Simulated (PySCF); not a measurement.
H₅Si, SMILES [SiH5-], charge -1.

Coordinates come from a PBE0-D3(BJ)/def2-TZVPD optimisation.

These are r2SCAN/def2-TZVPD run with PySCF values and carry that method's errors.

The molecule is in vacuum. A positive occupied level means that this level leaves the electron formally unbound; only the finite basis holds it.

```
Quantity                                                           Value
------------------------------------------------  ----------------------
total energy                                          -292.41794 hartree
point group                                                          D3h
highest occupied level                                           0.96 eV
lowest empty level                                               4.55 eV
orbital gap                                                      3.59 eV
dipole moment about the centre of nuclear charge                  0.00 D
mean static polarisability                          57.5 bohr³ (8.52 Å³)
polarisability, principal values                  51.8, 51.8, 68.9 bohr³
```
